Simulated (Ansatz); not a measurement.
# What each rung costs, and what it gives

The pair of HBr (SMILES Br, atoms 1–2) and CH$_{3}$F (SMILES CF, atoms 3–7), both closed shells, in one local arrangement (a lower one may exist), relaxed at PBE0-D4/def2-TZVP:

Br1  (-0.412, 1.045, -2.469)
H2  (-1.210, -0.056, -2.881)
C3  (0.315, -0.176, 1.015)
F4  (0.517, -0.679, 2.281)
H5  (-0.733, 0.109, 0.904)
H6  (0.571, -0.942, 0.280)
H7  (0.953, 0.699, 0.871)
(Å)

Interaction energies are counterpoise-corrected; the time is that of the whole pair.

Program: Ansatz 0.2.0. Basis: as named in each row. Cores are frozen in the correlated methods. Filled d shells of the heavier atoms are correlated. The def2 sets are not built for correlating such inner shells, so the correlated values are less sure here. B3LYP uses VWN-RPA correlation. Extrapolation: Hartree–Fock as exp(−7.88 √X), correlation as X^−2.97.

Times are rough, for one single point on 4 threads of a shared host (Intel Xeon Platinum 8488C).

The estimate by CCSD(T) at an estimated basis limit (MP2 extrapolated from triple and quadruple zeta, plus CCSD(T) − MP2 in triple zeta) is -0.041 eV.

```tsv
method	basis	time (s)	interaction energy (eV)	method less estimate
HF	STO-3G	under 1	0.012	0.053
PBE-D4	STO-3G	under 1	-0.020	0.020
SPW92	def2-SVP	under 1	-0.056	-0.015
PBE-D4	def2-SVP	under 1	-0.043	-0.003
B3LYP-D4	6-31G	under 1	-0.038	0.002
PBE0-D4	def2-SVP	under 1	-0.042	-0.002
PBE-D4	def2-TZVPPD	1	-0.045	-0.005
revPBE-D4	def2-TZVPPD	1	-0.033	0.007
BLYP-D4	def2-TZVPPD	1	-0.030	0.010
CCSD(T)	def2-SVP	1	-0.015	0.026
wB97M-V	def2-SVP	1	-0.036	0.005
B3LYP-D4	def2-TZVPPD	1	-0.036	0.005
PBE0-D4	def2-TZVPPD	2	-0.041	-0.001
r2SCAN-D4	def2-TZVPPD	2	-0.037	0.004
HSE06-D4	def2-TZVPPD	2	-0.042	-0.001
B2PLYP	def2-TZVPPD	2	-0.013	0.027
wB97X-V	def2-TZVPPD	3	-0.040	0.000
wB97M-V	def2-TZVPPD	4	-0.038	0.003
B97M-V	def2-TZVPPD	4	-0.039	0.002
MP2	def2-QZVPPD	8	-0.039	0.001
CCSD(T)	def2-TZVPPD	36	-0.033	0.008
```

No T1 diagnostic of these runs exceeds 0.011.
